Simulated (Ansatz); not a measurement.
**Nudged elastic band run: C2H10AlNSi**

Input:

```yaml
crystal:
  periodic: [false, false, false]
  atoms:
    - { symbol: C, position_ang: [-1.16174, -0.663515, 0.55661] }
    - { symbol: "N", position_ang: [0.18963, -0.449588, 0.001599] }
    - { symbol: Si, position_ang: [1.491595, -1.163334, 0.942351] }
    - { symbol: C, position_ang: [0.38616, 0.968365, -0.42655] }
    - { symbol: Al, position_ang: [-0.896889, 1.484796, -1.758597] }
    - { symbol: H, position_ang: [-1.376651, -0.059332, 1.445199] }
    - { symbol: H, position_ang: [-1.301206, -1.710115, 0.82576] }
    - { symbol: H, position_ang: [-1.925861, -0.419641, -0.186976] }
    - { symbol: H, position_ang: [1.654703, -0.531146, 2.210759] }
    - { symbol: H, position_ang: [2.702731, -1.028227, 0.20921] }
    - { symbol: H, position_ang: [1.199094, -2.539221, 1.155949] }
    - { symbol: H, position_ang: [1.391311, 1.039987, -0.841319] }
    - { symbol: H, position_ang: [0.377894, 1.637489, 0.439694] }
    - { symbol: H, position_ang: [-0.870694, 0.838922, -3.084989] }
    - { symbol: H, position_ang: [-1.882079, 2.543561, -1.459301] }
basis:
  gaussian: { orbitals: STO-3G }
hamiltonian:
  xc: hf
neb:
  order_check: false
  images: 3
  f_tol: 0.03
  max_iterations: 60
  climbing: true
  final_atoms:
    - { symbol: C, position_ang: [-1.15585762, -0.46585234, 0.73935542] }
    - { symbol: "N", position_ang: [0.14336831, -0.46764601, 0.03741462] }
    - { symbol: Si, position_ang: [1.46200767, -1.20252441, 0.93883742] }
    - { symbol: C, position_ang: [0.43168333, 0.86195527, -0.58026993] }
    - { symbol: Al, position_ang: [-0.92691609, 1.36242142, -1.84145792] }
    - { symbol: H, position_ang: [-1.21402647, 0.25487086, 1.56258373] }
    - { symbol: H, position_ang: [-1.36872149, -1.45336798, 1.14758021] }
    - { symbol: H, position_ang: [-1.96669921, -0.22432049, 0.04646875] }
    - { symbol: H, position_ang: [1.06205709, -2.50359649, 1.35286581] }
    - { symbol: H, position_ang: [1.81253703, -0.44791295, 2.0975032] }
    - { symbol: H, position_ang: [2.59793141, -1.28629897, 0.08737354] }
    - { symbol: H, position_ang: [1.38927293, 0.77408697, -1.0927557] }
    - { symbol: H, position_ang: [0.58119037, 1.62235817, 0.1926813] }
    - { symbol: H, position_ang: [-1.10444394, 0.57472614, -3.07624467] }
    - { symbol: H, position_ang: [-1.76538533, 2.55010182, -1.58253679] }
  initial_path:
    images:
      - { positions_ang: [[-1.16174, -0.663515, 0.55661], [0.18963, -0.449588, 0.001599], [1.491595, -1.163334, 0.942351], [0.38616, 0.968365, -0.42655], [-0.896889, 1.484796, -1.758597], [-1.376651, -0.059332, 1.445199], [-1.301206, -1.710115, 0.82576], [-1.925861, -0.419641, -0.186976], [1.654703, -0.531146, 2.210759], [2.702731, -1.028227, 0.20921], [1.199094, -2.539221, 1.155949], [1.391311, 1.039987, -0.841319], [0.377894, 1.637489, 0.439694], [-0.870694, 0.838922, -3.084989], [-1.882079, 2.543561, -1.459301]] }
      - { positions_ang: [[-1.13022788, -0.62332228, 0.70629885], [0.10657662, -0.48632993, -0.02224727], [1.44809202, -1.18516401, 0.89062538], [0.40207488, 0.911829, -0.45857794], [-0.86742984, 1.45363666, -1.88497633], [-1.17430799, 0.01586282, 1.60043256], [-1.32955127, -1.64435118, 0.98478633], [-1.96187485, -0.27378444, 0.05810736], [1.33568811, -1.0391498, 2.24536203], [2.61353759, -0.63422491, 0.55994238], [1.5451304, -2.49243057, 0.67859681], [1.38989417, 0.9767513, -0.86998739], [0.30324617, 1.62243769, 0.39283657], [-0.88171057, 0.71964093, -3.20727272], [-1.82113956, 2.62759972, -1.6445276]] }
      - { positions_ang: [[-1.09871575, -0.58312957, 0.85598769], [0.02352325, -0.52307186, -0.04609354], [1.40458905, -1.20699401, 0.83889975], [0.41798976, 0.855293, -0.49060588], [-0.83797068, 1.42247731, -2.01135567], [-0.97196498, 0.09105765, 1.75566611], [-1.35789655, -1.57858736, 1.14381265], [-1.9978887, -0.12792788, 0.30319072], [1.01667322, -1.5471536, 2.27996506], [2.52434417, -0.24022281, 0.91067475], [1.89116681, -2.44564014, 0.20124462], [1.38847734, 0.91351559, -0.89865578], [0.22859833, 1.60738639, 0.34597914], [-0.89272713, 0.60035986, -3.32955645], [-1.76020013, 2.71163843, -1.82975419]] }
      - { positions_ang: [[-1.12728669, -0.52449096, 0.79767156], [0.08344578, -0.49535894, -0.00433946], [1.43329836, -1.20475921, 0.88886859], [0.42483655, 0.85862414, -0.5354379], [-0.88244338, 1.39244936, -1.92640679], [-1.09299572, 0.17296425, 1.65912492], [-1.36330902, -1.51597767, 1.14569643], [-1.98229396, -0.17612418, 0.17482974], [1.03936515, -2.02537505, 1.81641544], [2.1684406, -0.34406788, 1.50408898], [2.24454911, -1.86596955, 0.14430908], [1.38887514, 0.84380128, -0.99570574], [0.40489435, 1.61487228, 0.26933022], [-0.99858553, 0.587543, -3.20290056], [-1.76279273, 2.63087013, -1.70614549]] }
      - { positions_ang: [[-1.15585762, -0.46585234, 0.73935542], [0.14336831, -0.46764601, 0.03741462], [1.46200767, -1.20252441, 0.93883742], [0.43168333, 0.86195527, -0.58026993], [-0.92691609, 1.36242142, -1.84145792], [-1.21402647, 0.25487086, 1.56258373], [-1.36872149, -1.45336798, 1.14758021], [-1.96669921, -0.22432049, 0.04646875], [1.06205709, -2.50359649, 1.35286581], [1.81253703, -0.44791295, 2.0975032], [2.59793141, -1.28629897, 0.08737354], [1.38927293, 0.77408697, -1.0927557], [0.58119037, 1.62235817, 0.1926813], [-1.10444394, 0.57472614, -3.07624467], [-1.76538533, 2.55010182, -1.58253679]] }
```

Run as:

```bash
$ ansatz run input.yaml --threads 1 --pin off --max-ram 2048MiB --backend cpu --events-out ev --progress --plain --runs-dir out
```

Output, in part (warnings, iteration lines, the closing report on the highest movable image, with atoms numbered from 0):

```
NEB end point (image 0): max|allowed force component| = 1.470e-2 eV/Å (the criterion of neb.relax_end_points is 1.000e-2)
NEB end point (image 4): max|allowed force component| = 9.115e-3 eV/Å (the criterion of neb.relax_end_points is 1.000e-2)
NEB iter   1: max|band force component| = 6.238e0 eV/Å  barrier→ = 1.4416 eV  barrier← = 1.4416 eV  Δτ_max = 0.1832 Å  (136 SCF iters)
NEB iter   2: max|band force component| = 1.212e0 eV/Å  barrier→ = 0.2719 eV  barrier← = 0.2720 eV  Δτ_max = 0.0980 Å  (88 SCF iters)
NEB iter   3: max|band force component| = 2.802e-1 eV/Å  barrier→ = 0.1093 eV  barrier← = 0.1094 eV  CI = image 2  Δτ_max = 0.0468 Å  (68 SCF iters)
NEB iter   4: max|band force component| = 1.400e-1 eV/Å  barrier→ = 0.0990 eV  barrier← = 0.0991 eV  CI = image 2  Δτ_max = 0.0950 Å  (71 SCF iters)
NEB iter   5: max|band force component| = 1.311e-1 eV/Å  barrier→ = 0.0916 eV  barrier← = 0.0916 eV  CI = image 2  Δτ_max = 0.1479 Å  (69 SCF iters)
NEB iter   6: max|band force component| = 5.259e-1 eV/Å  barrier→ = 0.0909 eV  barrier← = 0.0909 eV  CI = image 2  Δτ_max = 0.0736 Å  (76 SCF iters)
NEB iter   7: max|band force component| = 9.652e-2 eV/Å  barrier→ = 0.0913 eV  barrier← = 0.0913 eV  CI = image 2  Δτ_max = 0.0828 Å  (69 SCF iters)
NEB iter   8: max|band force component| = 6.389e-2 eV/Å  barrier→ = 0.0899 eV  barrier← = 0.0899 eV  CI = image 2  Δτ_max = 0.0288 Å  (70 SCF iters)
NEB iter   9: max|band force component| = 2.661e-2 eV/Å  barrier→ = 0.0897 eV  barrier← = 0.0897 eV  CI = image 2  Δτ_max = 0.0000 Å  (206 SCF iters)
Total energy: -17932.43956376 eV, -659.0049989242 hartree
Atom 0 at    -1.164666    -0.485562     0.712832 Å, force    -0.018923     0.002208     0.009439 eV/Å
Atom 1 at     0.160093    -0.423794     0.070087 Å, force     0.000536    -0.001235    -0.017651 eV/Å
Atom 2 at     1.475540    -1.215496     0.928141 Å, force     0.007709    -0.004388     0.005794 eV/Å
Atom 3 at     0.425047     0.911859    -0.538599 Å, force     0.006029     0.001233     0.006017 eV/Å
Atom 4 at    -0.924266     1.375430    -1.823753 Å, force    -0.002727    -0.004216    -0.000414 eV/Å
Atom 5 at    -1.284163     0.209723     1.551520 Å, force     0.001999    -0.002473    -0.001907 eV/Å
Atom 6 at    -1.364228    -1.489413     1.086230 Å, force     0.002865    -0.000764    -0.001545 eV/Å
Atom 7 at    -1.954310    -0.252577    -0.007935 Å, force     0.006254    -0.000755     0.001099 eV/Å
Atom 8 at     1.056958    -1.602027     2.233473 Å, force     0.001693     0.003279     0.001650 eV/Å
Atom 9 at     2.592039    -0.339088     1.034646 Å, force    -0.003176     0.001526     0.001301 eV/Å
Atom 10 at     1.882743    -2.384928     0.224409 Å, force    -0.001214     0.001336     0.001216 eV/Å
Atom 11 at     1.392908     0.852214    -1.035384 Å, force    -0.001702    -0.000109    -0.001815 eV/Å
Atom 12 at     0.541864     1.674860     0.237615 Å, force    -0.000491    -0.001963    -0.002144 eV/Å
Atom 13 at    -1.060143     0.575116    -3.055754 Å, force    -0.001612     0.003768    -0.002250 eV/Å
Atom 14 at    -1.797419     2.542682    -1.588129 Å, force     0.002758     0.002553     0.001210 eV/Å
Dipole moment:     0.007191     0.119567     0.069156 e Å
```

It converged. Another band between the same ends (5 images) ends at a top of the same energy, where a vibrational analysis finds 1 clearly imaginary mode. So few images can step over the top or miss a turn of the path. Limits of this set-up: minimal basis.

Final band (atoms are numbered from 1 in the order of the input):

```json
{"image": "0", "path coordinate (Å)": "0.00", "energy (kJ/mol)": "0.0", "dihedral C1–N2–Si3–H10 (°)": "173"}
{"image": "1", "path coordinate (Å)": "1.11", "energy (kJ/mol)": "4.2", "dihedral C1–N2–Si3–H10 (°)": "-160"}
{"image": "2", "path coordinate (Å)": "2.22", "energy (kJ/mol)": "8.7", "dihedral C1–N2–Si3–H10 (°)": "-130"}
{"image": "3", "path coordinate (Å)": "3.33", "energy (kJ/mol)": "4.3", "dihedral C1–N2–Si3–H10 (°)": "-98"}
{"image": "4", "path coordinate (Å)": "4.44", "energy (kJ/mol)": "0.0", "dihedral C1–N2–Si3–H10 (°)": "-67"}
```

The run took 29 s on 1 thread of Arm Neoverse V2 (shared host), peak memory 0.1 GiB.
